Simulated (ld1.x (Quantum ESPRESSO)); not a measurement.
# As: variants of one TM potential

Base potential:

```
Element                 : arsenic (As)
Generator               : ld1.x (Quantum ESPRESSO) 7.5
Type                    : norm-conserving Troullier–Martins (Kleinman–Bylander form)
Functional              : PBE
Relativity              : scalar-relativistic
Frozen core             : [Ar] 3d10
Valence charge          : 5
Reference configuration : 4s1.5 4p3.5
Partial waves           : 4s (bound): rc 1.75 bohr; 4p (bound): rc 1.65 bohr; 4d channel at 0.05 Ry: rc 1.70 bohr
Local potential         : the d channel
Core correction         : Bessel-smoothed model core inside 1.15 bohr
```

All-electron outer shells of the reference configuration (PBE, scalar-relativistic, ld1.x):

```
shell  level (eV)  outermost node (bohr)  outermost maximum (bohr)
   3p     -134.54                   0.22                      0.52
   3d      -41.48                      –                      0.47
   4s      -14.94                   0.73                      1.61
   4p       -5.52                   0.78                      1.97
```

Cutoffs, loose and tight: the cutoffs (Ry, on a coarse ladder) from which the occupation-weighted sum of valence levels, in a spherical-Bessel basis at the reference potential, stays within 10 and 1 mRy of its value at 400 Ry. They do not see the model core or the augmentation charge, which bear on the density cutoff. Test errors are all-electron minus pseudo excitation energies from the reference, over the configurations 4s2 4p3; 4s2 4p2; 4s2 4p1; 4s1 4p0; 4s1 4p4; 4s0 4p5; 4s1 4p3. A dash means not determined; rows that change the core or the reference have their own tests. The largest error is taken over the tests solved by every variant that gives reliable tests at all: 4s0 4p5; 4s1 4p3; 4s1 4p4; 4s2 4p1; 4s2 4p2; 4s2 4p3.

A true bound ghost makes a file unfit for plane-wave use even where its test errors are small: the radial tests pick states by their node count and pass the ghost by. Where a test does run into it, the solver fails or the error is huge.

| change | outcome | cutoff, loose | cutoff, tight | bound ghosts | largest test error (meV) |
| --- | --- | --- | --- | --- | --- |
| base | generated | 21 Ry | 45 Ry | s, p | -27 |
| wave 4s (bound): rc 1.75 bohr becomes 4s (bound): rc 1.26 bohr | generated | 45 Ry | 110 Ry | s, p | -31 |
| wave 4s (bound): rc 1.75 bohr becomes 4s (bound): rc 1.42 bohr | generated | 21 Ry | 50 Ry | s, p | -25 |
| wave 4s (bound): rc 1.75 bohr becomes 4s (bound): rc 1.80 bohr | generated | 21 Ry | 45 Ry | s, p | -29 |

Q: What comes out with this change to the base: wave 4s (bound): rc 1.75 bohr becomes 4s (bound): rc 2.34 bohr?

A: outcome: generated; cutoff, loose: 18 Ry; cutoff, tight: 35 Ry; bound ghosts: p; largest test error (meV): -100.

Q: What comes out with this change to the base: wave 4s (bound): rc 1.75 bohr becomes 4s (bound): rc 2.06 bohr?

A: outcome: generated; cutoff, loose: 21 Ry; cutoff, tight: 40 Ry; bound ghosts: p; largest test error (meV): -55.

Q: What comes out with this change to the base: wave 4s (bound): rc 1.75 bohr becomes 4s (bound): rc 2.56 bohr?

A: outcome: generated; cutoff, loose: 18 Ry; cutoff, tight: 35 Ry; bound ghosts: p; largest test error (meV): -139.

Reading the sweep of the s radius (base included, trends over the rows without a ghost): Bound ghosts are found at 1.26, 1.42, 1.75, 1.8, 2.06, 2.34, 2.56 bohr. Every judged row has one, so this setting neither creates nor removes them.
